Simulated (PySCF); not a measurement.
## A thermochemical cycle for SiSb

PBE in PySCF with def2-SVP on every atom (core potentials on Sb), for the lowest determinant that a PBE0 search found; no spin–orbit coupling. SiSb, a doublet (π ↑), has De = 3.08 eV to neutral atoms, and SiSb⁺, a triplet (π ↑↑), has De = 3.27 eV to Si⁺ + Sb.

At the same level the Si atom ionises at 8.18 eV.

Q: What is the adiabatic ionisation energy of the molecule, and does ionisation strengthen or weaken the bond?

A: IE = IE(Si) + De(neutral) − De(ion) = 8.18 + 3.08 − 3.27 = 7.99 eV. De changes by +0.19 eV, so ionisation strengthens the bond.

Spin–orbit coupling is left out, which matters for elements this heavy, above all for dissociation energies. For an ion De counts to the pair picked by the measured ionisation energies or electron affinities, which need not be the lowest pair at this level. States were picked by a PBE0 search and need not be the measured ground states.
